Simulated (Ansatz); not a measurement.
System: CH₅GeO, charge 0, doublet. CH5GeO (SMILES [O](C)[GeH2], doublet).
B3LYP-D3(BJ)/def2-TZVP minimum from Ansatz (an electronic-structure program):
```
O
C 1 1.4169
H 2 1.0913 1 107.76
H 2 1.0947 3 108.39 1 120.61
H 2 1.0961 3 108.49 4 117.78
Ge 1 1.7947 2 120.89 3 -163.47
H 6 1.5520 1 103.00 2 162.83
H 6 1.5638 7 111.81 1 114.29
```
Charge 0, spin multiplicity 2.

Total energies in hartree (Ansatz). UHF or UKS for unpaired electrons; spin-orbit terms are left out. Correlated methods leave the cores frozen (noble-gas shells, and filled d and f shells in the p block). No relativity. Where a partner has so few electrons that a lower coupled-cluster level is exact, that level stands in.

| species | HF/cc-pVTZ | CCSD(T)/cc-pVTZ | HF/cc-pVQZ | CCSD(T)/cc-pVQZ | CCSD(T)/cc-pVDZ | CCSDT(Q)/cc-pVDZ |
|---|---|---|---|---|---|---|
| 1: CH5GeO (SMILES [GeH2][O]C, doublet) | -2191.05911 | -2191.63036 | -2191.07235 | -2191.67765 | -2191.40769 | -2191.40970 |
| 2: Ge (triplet) | -2075.36107 | -2075.42794 | -2075.36359 | -2075.43284 | -2075.34866 | -2075.34895 |
| 3: O (triplet) | -74.81176 | -74.97396 | -74.81729 | -74.99357 | -74.90995 | -74.91013 |
| 4: C (triplet) | -37.69157 | -37.78076 | -37.69331 | -37.78654 | -37.76038 | -37.76071 |
| 5: H (doublet) | -0.49981 | -0.49981 | -0.49995 | -0.49995 | -0.49928 | -0.49928 |

**Question.** Work out the atomisation energy (electronic, to ground-state atoms) in kcal/mol: take Hartree-Fock from cc-pVQZ, extrapolate the CCSD(T) correlation energy as X^-3 (X = 3, 4), and add CCSDT(Q) - CCSD(T) in cc-pVDZ. 1 hartree = 627.51 kcal/mol.

**Answer.** 
Species 1: correlation (64·(-0.60530) - 27·(-0.57125))/37 = -0.63015; step -0.00201; E1 = -2191.07235 + (-0.63015) + (-0.00201) = -2191.70451
Species 2: correlation (64·(-0.06925) - 27·(-0.06687))/37 = -0.07099; step -0.00029; E2 = -2075.36359 + (-0.07099) + (-0.00029) = -2075.43487
Species 3: correlation (64·(-0.17628) - 27·(-0.16220))/37 = -0.18655; step -0.00018; E3 = -74.81729 + (-0.18655) + (-0.00018) = -75.00402
Species 4: correlation (64·(-0.09323) - 27·(-0.08919))/37 = -0.09618; step -0.00033; E4 = -37.69331 + (-0.09618) + (-0.00033) = -37.78982
Species 5: correlation (64·(0.00000) - 27·(0.00000))/37 = 0.00000; step +0.00000; E5 = -0.49995 + (0.00000) + (+0.00000) = -0.49995
-1·E1 +1·E2 +1·E3 +1·E4 +5·E5 = 0.97605 hartree = 612.5 kcal/mol.
